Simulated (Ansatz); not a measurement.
CH5AlFNO, SMILES `C[NH][Al]([OH])[F]` from Hartree–Fock to CCSD(T)

Z-matrix (Å, degrees):
```
C
N 1 1.449
H 1 1.096 2 112.2
H 1 1.092 2 109.9 3 119.2
H 1 1.096 2 112.2 3 -121.6
Al 2 1.752 1 127.6 3 -119.3
H 2 1.008 1 112.6 3 60.7
F 6 1.650 2 119.5 1 -180.0
O 6 1.687 2 119.4 1 0.0
H 9 0.955 6 124.0 2 -180.0
```

Total charge 0; spin multiplicity 1. All single points use the PBE0-D4/def2-TZVP geometry. It is one conformer, not always the lowest. Frozen core, restricted reference, Ansatz 0.2.0. CBS rows extrapolate triple and quadruple zeta; past MP2 they add the triple-zeta difference.

```json
{"basis": "def2-TZVPP", "HF (Eh)": "-511.75212", "MP2 corr.": "-0.95520"}
{"basis": "def2-QZVPP", "HF (Eh)": "-511.77323", "MP2 corr.": "-1.03231"}
```

**Question.** Estimate the CCSD correlation energy and the (T) correction in each basis where they were run (hartree).

**Answer.** 
| basis | CCSD corr. | (T) |
| --- | --- | --- |
| def2-TZVPP | -0.97716 | -0.03302 |
| CBS(def2) | -1.11139 | as TZ |
